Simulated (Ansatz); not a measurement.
Tl₃H₃⁺, relaxed as a doublet with UKS r2SCAN-D4/def2-SVP in Ansatz, starting from packed atoms. Force threshold 0.02 eV/Å.

In the def2 sets Tl takes a core potential; there is no spin–orbit coupling. The structure comes from a short search, and lower isomers may exist.

Start:

Cartesian coordinates in Å:
```
Tl 0.159 1.618 3.012
Tl -0.440 0.877 -0.461
Tl 0.627 -2.486 -1.014
H -0.130 1.212 1.221
H -0.404 -0.419 -1.791
H 0.188 -0.804 -0.967
```

**Question.** Estimate the energy that the relaxation releases and the steps that it takes.

**Answer.** 3.79 eV, in 22 steps; 41 s on 4 threads of Arm Neoverse V2 on a shared host. The force fell under the threshold at step 19, but the optimiser went on. No frequencies were taken in this run, so the end may be a saddle point.

**Question.** Does the start keep its bonding and symmetry?

**Answer.** Bonds lost: Tl2–H5, Tl2–H6, Tl3–H6 (atoms count from 1). The end holds 2 separate pieces.

**Question.** Predict the relaxed structure.

**Answer.** 
```xyz
6

Tl   -0.224    1.822    3.740
Tl    0.844    1.674   -0.258
Tl    1.398   -1.695   -0.894
H     0.338    1.290    1.795
H    -1.162   -1.910   -2.301
H    -1.195   -1.181   -2.082
```
Bond lengths (bridged metal pairs left out): 1 × Tl–Tl 3.47 Å; 1 × H–Tl 2.09 Å.
